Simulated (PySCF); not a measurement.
Compound: C₈H₁₆Si.
Structure used (PBE0-D3(BJ)/def2-SVP), in Å, numbered top down from 1:
```
atom  x, y, z in Å
C1    -2.967   -0.015    0.693
C2    -1.974   -0.330   -0.151
C3    -2.234   -1.034   -1.453
Si4   -0.203    0.125    0.295
C5     0.948   -1.371    0.341
C6     2.418   -0.935    0.385
C7     2.826   -0.005   -0.758
C8     2.117    1.350   -0.764
C9     0.602    1.259   -0.984
H10   -2.779    0.497    1.642
H11   -4.014   -0.260    0.470
H12   -1.876   -0.438   -2.310
H13   -3.306   -1.234   -1.605
H14   -1.698   -1.997   -1.501
H15   -0.219    0.801    1.635
H16    0.704   -2.025    1.194
H17    0.765   -1.969   -0.570
H18    2.622   -0.427    1.345
H19    3.072   -1.824    0.375
H20    2.643   -0.514   -1.723
H21    3.914    0.164   -0.707
H22    2.320    1.860    0.195
H23    2.570    1.988   -1.542
H24    0.396    0.844   -1.987
H25    0.138    2.260   -0.962
```

Level of theory: PBE0-D3(BJ)/def2-SVP geometry optimisation, gas phase in PySCF 2.14.0.

Take the most abundant isotopes and a rigid rotor. The values belong to one conformer with, in the numbering `[CH2:1]=[C:2]([CH3:3])[SiH:4]1[CH2:5][CH2:6][CH2:7][CH2:8][CH2:9]1`, C1–C2–Si4–C5 122°, C2–Si4–C5–C6 167°, Si4–C5–C6–C7 -55°, C5–C6–C7–C8 64°, C6–C7–C8–C9 -64°.

(1) Give the principal moments of inertia and the rotational constants in MHz.

(2) What kind of rotor is it?

(3) Is it planar, by Δ = Ic − Ia − Ib?

(4) Give the other two planar moments, Paa and Pbb, and the rms extents of the mass along the axes.

(5) List the rotational levels J(Ka,Kc) to J = 2 (MHz).

(6) Which lines would a microwave search look for?

## Answers

(1) Ia = 200.29, Ib = 621.46, Ic = 668.42 u·Å²; 505379 MHz·u·Å²/I gives A = 2523, B = 813.2, C = 756.1 MHz.

(2) A near-prolate asymmetric top. Ray's parameter κ = (2B − A − C)/(A − C) = -0.935; −1 is the prolate and +1 the oblate limit.

(3) Not planar: Δ = Ic − Ia − Ib = -153.33 u·Å². For a rigid frame Δ = −2 Σ m c², so Σ m c² = 76.66 u·Å² lies off the ab plane: 28.27 from hydrogen and 48.39 from heavier atoms. The atom farthest from that plane is 2.05 Å away.

(4) Paa = Σ m a² = (Ib + Ic − Ia)/2 = 544.80 and Pbb = Σ m b² = (Ia + Ic − Ib)/2 = 123.62 u·Å². With the mass M = 140.10 u, the rms extents √(P/M) along a, b and c are 1.97, 0.94, 0.74 Å.

(5) Above 0(0,0):
J = 1: 1(0,1) 1569, 1(1,1) 3279, 1(1,0) 3336
J = 2: 2(0,2) 4706, 2(1,2) 6361, 2(1,1) 6532, 2(2,1) 11662, 2(2,0) 11664
The levels of one J sum to (2J + 1)J(J + 1)(A + B + C)/3.

(6) The dipole components are |μa| = 0.18 D, |μb| = 0.02 D, |μc| = 0.77 D. Intensities carry the squares of the components, which stand as 0.05 : 0.00 : 1.00 (a : b : c). Some lines, for components of 0.1 D or more:

| type | branch | J(Ka,Kc) | MHz | lower level (cm⁻¹) |
| --- | --- | --- | --- | --- |
| a | R | 1(0,1) ← 0(0,0) | 1569 | 0.000 |
| c | Q | 2(1,2) ← 2(0,2) | 1654 | 0.157 |
| c | Q | 1(1,1) ← 1(0,1) | 1710 | 0.052 |
| a | R | 2(1,2) ← 1(1,1) | 3081 | 0.109 |
| a | R | 2(0,2) ← 1(0,1) | 3137 | 0.052 |
| a | R | 2(1,1) ← 1(1,0) | 3196 | 0.111 |
| c | R | 1(1,0) ← 0(0,0) | 3336 | 0.000 |
| c | R | 2(1,1) ← 1(0,1) | 4963 | 0.052 |
| c | Q | 2(2,1) ← 2(1,1) | 5130 | 0.218 |
| c | R | 2(2,0) ← 1(1,0) | 8327 | 0.111 |
| c | R | 2(2,1) ← 1(1,1) | 8383 | 0.109 |

No PBE0-D3(BJ)/def2-SVP frequencies stand behind this structure, so it isn't proved a minimum. These are rigid-rotor constants of the computed structure; measured ground-state constants (B0) also hold zero-point vibration. A rigid rotor knows nothing of internal rotation, which can split or shift real lines.

Hardware: Arm Neoverse V2, one thread, shared host with 96 logical CPUs at a one-minute load of 28. Cost: 3.0 min of wall time, 1.0 GiB resident at most. This is the geometry optimisation.
